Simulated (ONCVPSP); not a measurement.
**Ranking ONCV potentials for Ru (Z = 44)**

All share these settings but for the change named:

ONCVPSP 4.0.1 input, shortened (lines: element, Z, core and valence counts, functional; n l f; lmax; l rc ep ncon nbas qcut; lloc lpopt rc5 dvloc0; l nproj debl; icmod fcfact rcfact), LDA (Perdew-Wang 92), scalar-relativistic:

```
  Ru 44.00    6    3  -001012      upf
    1    0    2.00
    2    0    2.00
    2    1    6.00
    3    0    2.00
    3    1    6.00
    3    2   10.00
    4    0    2.00
    4    1    6.00
    4    2    6.50
    2
    0    1.15    0.00    4    9    6.20
    1    1.30    0.00    5    9    6.80
    2    1.85    0.00    5   10    6.70
    4    4    0.85    1.00
    0    2    3.20
    1    2    1.10
    2    3    1.70
    0    0.00    0.00
```

In the s channel the program set the typed energies aside and used -3.307, 0.250 Ha. In the p channel the program set the typed energies aside and used -2.207, 0.250 Ha.

Cutoff: the first of the cutoffs (Ha) at which the residual kinetic energy of the hardest occupied pseudo-wave falls to 1 and 0.1 mHa per electron; the density cutoff is not measured.

The base gives 151 Ha.

Of 7 variants that were run, those that failed, showed a ghost or another fault, or gave nearly equal values are left out.

A variant can come out equal or close to the base.

Rank these variants from softest to hardest (loose cutoff).
A. s: rc 1.1
B. s: rc 0.96
C. s: rc 1.22
D. s: rc 1.38

D (83 Ha), C (105 Ha), A (169 Ha), B (213 Ha).
